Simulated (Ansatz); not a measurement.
# A relaxation, step by step

ZnAsNH₆O, singlet, PBE0-D4/def2-TZVP (Ansatz 0.2.0). Settings:

```yaml
hamiltonian: {xc: pbe0, dispersion: d4}
relax: {f_tol: 0.005, max_steps: 200}
```

Start, a step off a saddle point along its unstable mode:

Zn1  (-0.709, -0.714, -0.202)
N2  (1.305, -0.580, -0.218)
O3  (-2.225, -1.638, -0.445)
H4  (1.184, 0.477, 0.119)
As5  (-0.254, 1.716, 0.541)
H6  (1.776, -1.234, 0.411)
H7  (1.731, -0.743, -1.132)
H8  (-2.150, -2.550, -0.730)
H9  (-0.356, 2.972, -0.274)
H10  (-0.301, 2.293, 1.930)
(Å)

| step | energy less the last (meV) | largest force component (eV/Å) |
| --- | --- | --- |
| 1 | 1516.1 | 1.301 |
| 2 | 1133.4 | 1.684 |
| 3 | 738.9 | 2.572 |
| 4 | 421.9 | 2.576 |
| 5 | 164.2 | 1.740 |
| 6 | 55.9 | 0.516 |
| 7 | 36.1 | 0.249 |
| 8 | 9.3 | 0.100 |
| 9 | 2.4 | 0.088 |
| 10 | 0.3 | 0.014 |
| 11 | 0.1 | 0.019 |
| 12 | 0.0 | 0.017 |
| 13 | 0.0 | 0.004 |

Step 3, positions (Å) and forces (eV/Å):

```tsv
atom	x	y	z	Fx	Fy	Fz
Zn1	-0.783	-0.449	-0.117	-0.422	0.711	0.235
N2	1.303	-0.744	-0.269	0.637	2.110	0.636
O3	-2.178	-1.561	-0.422	0.177	-0.286	-0.095
H4	1.535	0.311	0.057	-0.333	-2.572	-0.798
As5	-0.051	1.846	0.579	-0.406	1.032	0.316
H6	1.754	-1.385	0.371	0.061	-0.066	0.119
H7	1.709	-0.894	-1.183	0.049	0.014	-0.129
H8	-1.992	-2.462	-0.708	0.025	0.272	0.084
H9	-0.675	3.011	-0.258	0.125	-0.798	0.418
H10	-0.622	2.327	1.952	0.088	-0.417	-0.785
```

Step 6, positions (Å) and forces (eV/Å):

```tsv
atom	x	y	z	Fx	Fy	Fz
Zn1	-0.797	-0.006	0.023	-0.120	-0.516	-0.158
N2	1.330	-0.901	-0.319	0.336	-0.040	-0.018
O3	-1.973	-1.341	-0.360	0.098	-0.032	-0.013
H4	1.804	-0.035	-0.060	0.066	-0.256	-0.082
As5	-0.048	2.149	0.674	0.041	0.212	0.074
H6	1.676	-1.637	0.300	-0.195	0.246	-0.160
H7	1.631	-1.145	-1.264	-0.181	0.105	0.276
H8	-1.606	-2.187	-0.635	-0.004	0.280	0.087
H9	-1.032	2.876	-0.226	-0.024	0.014	-0.037
H10	-0.984	2.228	1.868	-0.016	-0.011	0.030
```

Step 10, positions (Å) and forces (eV/Å):

| atom | x | y | z | Fx | Fy | Fz |
| --- | --- | --- | --- | --- | --- | --- |
| Zn1 | -0.673 | 0.048 | 0.038 | 0.007 | 0.007 | 0.000 |
| N2 | 1.347 | -0.909 | -0.323 | 0.012 | 0.009 | 0.003 |
| O3 | -1.850 | -1.285 | -0.343 | 0.014 | -0.003 | -0.001 |
| H4 | 2.064 | -0.220 | -0.125 | -0.009 | -0.008 | -0.002 |
| As5 | -0.127 | 2.280 | 0.720 | 0.000 | 0.009 | 0.004 |
| H6 | 1.510 | -1.710 | 0.277 | -0.003 | -0.003 | 0.002 |
| H7 | 1.467 | -1.218 | -1.281 | -0.003 | -0.001 | -0.003 |
| H8 | -1.457 | -2.114 | -0.616 | -0.014 | -0.005 | -0.001 |
| H9 | -1.159 | 2.889 | -0.220 | -0.002 | -0.003 | -0.001 |
| H10 | -1.121 | 2.240 | 1.873 | -0.002 | -0.002 | 0.000 |

Last step (13):

```tsv
atom	x (Å)	y (Å)	z (Å)
Zn1	-0.6579	0.0543	0.0426
N2	1.3515	-0.9119	-0.3252
O3	-1.8394	-1.2750	-0.3368
H4	2.0804	-0.2336	-0.1339
As5	-0.1337	2.2896	0.7308
H6	1.5067	-1.7146	0.2746
H7	1.4579	-1.2227	-1.2844
H8	-1.4607	-2.1097	-0.6135
H9	-1.1608	2.8848	-0.2236
H10	-1.1440	2.2388	1.8694
```

The run took 36 s on 8 CPU threads of an Arm Neoverse V2 (shared host), with 0.67 GiB of host memory at its peak.
